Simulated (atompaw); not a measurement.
**S (Z = 16): variants of one PAW (atompaw) potential**

Base potential:

```json
{
  "Element": "sulfur",
  "Generator": "atompaw 4.2.0.5",
  "Type": "PAW",
  "Functional": "LDA (PW92)",
  "Relativity": "scalar-relativistic",
  "Frozen core": "[Ne]",
  "Valence charge": "6",
  "Reference configuration": "3s2 3p4",
  "Partial waves": "3s (bound): rc 1.45 bohr; 3s channel at 3.3 Ry: rc 1.45 bohr; 3p (bound): rc 1.45 bohr; 3p channel at 4.85 Ry: rc 1.45 bohr",
  "Local potential": "troulliermartins scheme with l = 2 at 0 Ry, radius 1.25 bohr",
  "Core correction": "smooth core density matched at 1.20 bohr",
  "Augmentation charge": "sinc compensation charge, radius 1.15 bohr; PAW radius 1.45 bohr; waves and projectors: custom rrkj gramschmidtortho"
}
```

All-electron outer shells of the reference configuration (LDA (PW92), scalar-relativistic, ld1.x):

```
shell  level (eV)  outermost node (bohr)  outermost maximum (bohr)
   2s     -210.79                   0.13                      0.39
   2p     -156.51                      –                      0.33
   3s      -17.28                   0.60                      1.40
   3p       -7.11                   0.58                      1.59
```

Cutoffs, loose and tight: the cutoffs (Ry, on a coarse ladder) from which the occupation-weighted sum of valence levels, in a spherical-Bessel basis at the reference potential, stays within 10 and 1 mRy of its value at 400 Ry. They see the waves, projectors and local potential, not the compensation charge or the core. A dash means not determined.

A true bound ghost makes a file unfit for plane-wave use even where its test errors are small: the radial tests pick states by their node count and pass the ghost by.

| change | outcome | cutoff, loose | cutoff, tight | bound ghosts |
| --- | --- | --- | --- | --- |
| base | generated | 18 Ry | 35 Ry | none |
| non-relativistic | generated | 18 Ry | 35 Ry | none |
| all radii scaled by about 1.09 (s 1.58, p 1.58 bohr); local potential troulliermartins scheme with l = 2 at 0 Ry, radius 1.36 bohr; augmentation sinc compensation charge, radius 1.26 bohr; PAW radius 1.58 bohr; waves and projectors: custom rrkj gramschmidtortho; core correction smooth core density matched at 1.30 bohr | generated, no UPF (negative core plus compensation charge) | 18 Ry | 30 Ry | none |
| core correction smooth core density matched at 0.86 bohr | generated | 18 Ry | 35 Ry | none |
| wave 3s (bound): rc 1.45 bohr becomes 3s (bound): rc 1.30 bohr | generated | 21 Ry | 40 Ry | s |
| reference 3s2 3p2.5 | generated | 18 Ry | 35 Ry | none |
| augmentation sinc compensation charge, radius 0.62 bohr; PAW radius 1.45 bohr; waves and projectors: custom rrkj gramschmidtortho | generated, no UPF (negative core plus compensation charge) | 18 Ry | 35 Ry | none |
| wave 3s channel at 3.3 Ry: rc 1.45 bohr becomes 3s channel at -0.29 Ry: rc 1.45 bohr | generated | 18 Ry | 35 Ry | none |
| local potential vpsmatchnc scheme with l = 2 at 0 Ry, radius 1.25 bohr | generated | 18 Ry | 35 Ry | none |

What comes out with this change to the base: local potential troulliermartins scheme with l = 2 at 0 Ry, radius 0.66 bohr?

outcome: generated; cutoff, loose: 18 Ry; cutoff, tight: 35 Ry; bound ghosts: s.

What comes out with this change to the base: wave 3p (bound): rc 1.45 bohr becomes 3p (bound): rc 1.06 bohr?

outcome: generated; cutoff, loose: 45 Ry; cutoff, tight: 60 Ry; bound ghosts: none.

What comes out with this change to the base: augmentation sinc compensation charge, radius 1.15 bohr; PAW radius 1.45 bohr; waves and projectors: custom polynom vanderbiltortho?

outcome: generated; cutoff, loose: 18 Ry; cutoff, tight: 40 Ry; bound ghosts: s.
